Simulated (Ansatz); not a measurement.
CuPd₂ (the lowest doublet isomer of a short search). The state is a doublet with charge 0. Geometry PBE-D4/def2-TZVP, basis def2-TZVP, Ansatz.

```tsv
atom	x (Å)	y (Å)	z (Å)
Pd1	0.307	-1.267	-0.609
Pd2	0.077	1.239	-0.728
Cu3	-0.384	0.028	1.337
```

```csv
run,HOMO (eV),LUMO (eV)
A,-5.63,-2.95
B,-4.45,-4.21
C,-4.43,-3.92
D,-7.64,-0.47
E,-6.10,-1.59
F,-6.73,-1.81
```

In the def2 sets Pd takes a core potential; there is no spin–orbit coupling. LC-ωPBE has ω = 0.4 bohr⁻¹. The structure comes from a short search, and lower isomers may exist.

HOMO and LUMO are taken over both spins.

Q: The runs used BHLYP, CAM-B3LYP, LC-ωPBE, PBE, PBE0, r2SCAN. Estimate which is which.

A: A PBE0 (25 % exact exchange); B PBE (0 % exact exchange); C r2SCAN (0 % exact exchange); D LC-ωPBE (range-separated); E BHLYP (50 % exact exchange); F CAM-B3LYP (range-separated). Exact exchange lowers occupied and raises empty levels; among semilocal functionals meta-GGAs tend to open the gap a little, and such runs are hard to tell apart. The gap grows from 0.24 eV (PBE) to 7.18 eV (LC-ωPBE).
